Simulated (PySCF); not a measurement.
**As³⁺ (arsenic, charge +3) across methods**

[Ar] 3d10 4s2, closed-shell 1S. Calculation: PySCF 2.14, in x2c-QZVPPall (11s8p5d4f1g, 97 functions); the spin-free X2C one-electron Hamiltonian (Gaussian nucleus).

```
 method  E (hartree)  mean ε 3p (eV)  mean ε 3d (eV)  mean ε 4s (eV)  Σ⟨r²⟩ (bohr²)   ⟨S²⟩
    LDA    -2255.268         -167.84         -75.272         -44.853          16.37  0.000
  M06-L    -2258.644         -172.20         -75.804         -44.329          16.32  0.000
 r2SCAN    -2258.668         -171.67         -75.904         -44.714          16.37  0.000
  wB97X    -2258.780         -176.39         -81.247         -48.376          16.36  0.000
wB97M-V    -2258.538         -177.68         -81.460         -48.093          16.42  0.000
    PBE    -2258.404         -167.97         -74.898         -44.419          16.40  0.000
    M06    -2258.728         -176.31         -79.502         -46.485          16.28  0.000
    UHF  -2257.07040         -196.03         -90.900         -48.090          16.51  0.000
```

Estimate the same row for PBE0.

E (hartree) = -2258.434; mean ε 3p (eV) = -175.33; mean ε 3d (eV) = -79.206; mean ε 4s (eV) = -45.575; Σ⟨r²⟩ (bohr²) = 16.39; ⟨S²⟩ = 0.000.
